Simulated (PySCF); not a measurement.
**C7H11FOSi: full NMR table**

| Item | Value |
| --- | --- |
| Formula | C7H11FOSi |
| SMILES | CC#C[Si@@H](F)[C@H](C)C(C)=O |
| InChI | InChI=1S/C7H11FOSi/c1-4-5-10(8)7(3)6(2)9/h7,10H,1-3H3/t7-,10-/m1/s1 |
| Point group of the computed structure | C1 |
| Degrees of unsaturation | 3 |
| Carbon signals | 7 |
| Proton signals | 5 |

Structure with atom numbers: `[CH3:1][C:2]#[C:3][Si@@H:4]([F:5])[C@H:6]([CH3:7])[C:8]([CH3:9])=[O:10]`; H(Xn) means a hydrogen on atom n.

- coordinates at the GFN2-xTB level
- σ from GIAO-PBE0/pcSseg-1
- code: PySCF 2.14.0 with density-fitted response routines
- averaged over atoms made equivalent by symmetry, fast rotation or ring inversion, no relativistic terms, single conformer, no solvent model

References, each an isolated molecule treated in the same way: 1H (31.72 ppm) and 13C (186.93 ppm) and 29Si (349.16 ppm) against TMS; 19F (170.95 ppm) against CFCl3; 17O (336.08 ppm) against H2O.

| carbon | δC, type | δH (multiplicity) | HMBC from (2–3 bonds) | span of the C tensor (ppm) |
| --- | --- | --- | --- | --- |
| C1 | 5.7, CH3 | 2.14 (s) | – | 25 |
| C2 | 117.2, C | – | H(Si4), H(C1) | 280 |
| C3 | 84.5, C | – | H(Si4), H(C6), H(C1) | 253 |
| C6 | 47.3, CH | 2.79 (m) | H(Si4), H(C9), H(C7) | 66 |
| C7 | 11.7, CH3 | 1.40 (d) | H(Si4), H(C6) | 21 |
| C8 | 211.8, C | – | H(Si4), H(C6), H(C9), H(C7) | 211 |
| C9 | 35.3, CH3 | 2.35 (s) | H(C6) | 58 |

Other nuclei:
| atoms | nucleus | environment | δ (ppm) | σ (ppm) |
| --- | --- | --- | --- | --- |
| H(Si4) | 1H | hydrogen on a silicon bonded to 2 C, F | 4.79 | 26.93 |
| F5 | 19F | fluorine bonded to Si | -198.3 | 369.2 |
| Si4 | 29Si | silicon bonded to 2 C, F, H | -14.2 | 363.3 |
| O10 | 17O | ketone oxygen | 664.3 | -328.2 |

1. Carbon types of the structure: 3 × C, 1 × CH, 3 × CH3, leaving 1 H on heteroatoms.
2. δC 211.8: ketone carbonyl carbon; the double bond to the heteroatom, with no lone-pair donor beside it, deshields it most.
3. δC 117.2, 84.5: alkyne carbon.
4. δC 47.3: sp3 CH bonded to Si, α to a carbonyl; the adjacent C=O deshields it moderately.
5. δC 35.3: methyl carbon α to a carbonyl; α to the electron-withdrawing carbonyl group.
6. δH 2.79: hydrogen on an sp3 CH bonded to Si, α to a carbonyl; α to C=O.

Splittings by 19F in the carbon and heteronuclear signals aren't shown, as no couplings were computed. Shifts are as computed. Against solution values, carbons near 30 ppm lie about +3 ppm off and those near 130 ppm about +5 ppm. Of 1309 compounds with measured shifts, 239 miss one by over three times the rms of a fit or turn the order of signals round; such compounds aren't used in these exercises. Unscaled 19F shifts against computed CFCl3 carry errors that often reach 10 to 50 ppm. Unscaled 17O shifts of doubly bonded oxygen tend to come out too high, by tens of ppm or more. Experimental scales use liquid or dissolved standards, which lie at an offset from isolated H2O (liquid H2O: subtract about 36 ppm). Multiplicities follow the n + 1 count of equivalent neighbours, as no J values were calculated; m marks all less simple cases, F and P coupling included.
